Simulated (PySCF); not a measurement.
Compound: C6H9FO.
Structure used (GFN2-xTB), in Å, numbered top down from 1:
```xyz
17
C6H9FO angstrom
C      2.886    0.042    0.120
C      1.737    0.276    0.725
C      0.427   -0.285    0.278
C     -0.485    0.766   -0.389
C     -1.896    0.290   -0.025
C     -1.641   -0.774    1.057
F     -1.930   -2.028    0.519
O     -0.325   -0.718    1.417
H      2.953   -0.603   -0.740
H      3.805    0.488    0.457
H      1.675    0.915    1.594
H      0.580   -1.138   -0.398
H     -0.319    0.815   -1.462
H     -0.283    1.746    0.043
H     -2.403   -0.176   -0.868
H     -2.519    1.094    0.360
H     -2.268   -0.698    1.952
```

The calculation used PySCF, TDDFT PBE0/def2-SVPD, vertical, gas phase, core orbitals frozen in the response.

Transition dipole moments from the ground state, in atomic units and in the frame of the coordinates above (overall signs are arbitrary), for the states with f of 0.002 or more among the lowest 7:

```tsv
state	E (eV)	μx	μy	μz
S1	7.038	-0.762	0.066	0.097
S2	7.498	0.269	-0.378	0.236
S3	7.601	-1.178	0.027	0.311
S4	7.791	0.423	-0.029	-0.324
S5	7.955	-0.206	0.212	0.044
S6	8.163	0.486	-0.041	-0.185
S7	8.233	-0.274	-0.169	0.113
```

Q: Work out the oscillator strengths.

A: f = (2/3) ΔE |μ|² with ΔE in hartree (27.2114 eV).

```tsv
state	|μ|² (au)	|μ| (D)	f
S1	0.594	1.96	0.102
S2	0.271	1.32	0.050
S3	1.485	3.10	0.277
S4	0.285	1.36	0.054
S5	0.089	0.76	0.017
S6	0.273	1.33	0.055
S7	0.117	0.87	0.024
```

Q: What angle do the transition dipoles of S4 and S6 make?

A: |cos θ| = |μa·μb| / (|μa| |μb|) = 0.96, so θ ≈ 17° (taken between 0 and 90°, since the signs are arbitrary).

Q: What peak molar absorption coefficient would the strongest computed level give as a lone Gaussian band 0.5 eV wide at half height?

A: ε(max) = 2.175×10⁸ f / FWHM, with the width in cm⁻¹. S3: 2.175×10⁸ × 0.2766 / 4033 ≈ 15000 L mol⁻¹ cm⁻¹.

One conformer stands for the species.
